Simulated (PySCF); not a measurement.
PySCF 2.14 output of an unrestricted BP86 calculation on a single atom or ion in 6-31G* (4s3p1d, 18 functions), with no relativity, point nucleus:

```
SCF conv_tol = 1e-09
number electrons alpha = 9  beta = 8
    A. D. Becke.,  Phys. Rev. A 38, 3098 (1988)
    J. P. Perdew.,  Phys. Rev. B 33, 8822 (1986)
cycle= 1 E= -460.155764235191  delta_E= -0.00361  |g|= 0.0122  |ddm|= 0.0797
cycle= 2 E= -460.155816946913  delta_E= -5.27e-05  |g|= 0.00902  |ddm|= 0.036
cycle= 3 E= -460.155871368091  delta_E= -5.44e-05  |g|= 0.000567  |ddm|= 0.0164
cycle= 4 E= -460.155871558729  delta_E= -1.91e-07  |g|= 4.17e-05  |ddm|= 0.000875
cycle= 5 E= -460.155871560723  delta_E= -1.99e-09  |g|= 1.7e-06  |ddm|= 0.000113
cycle= 6 E= -460.155871560726  delta_E= -3.87e-12  |g|= 1.4e-07  |ddm|= 5.74e-06
converged SCF energy = -460.155871560726  <S^2> = 0.75140592  2S+1 = 2.0014054
```

The run itself started from symmetry-adapted Hartree-Fock orbitals and held the occupation by maximum overlap, on a logarithmic radial grid, so the iterations belong to that start.

Task: Which element, charge and spin multiplicity is this?

Result: Cl (chlorine, neutral), multiplicity 2; the state was [Ne] 3s2 3p5, 2P determinant.
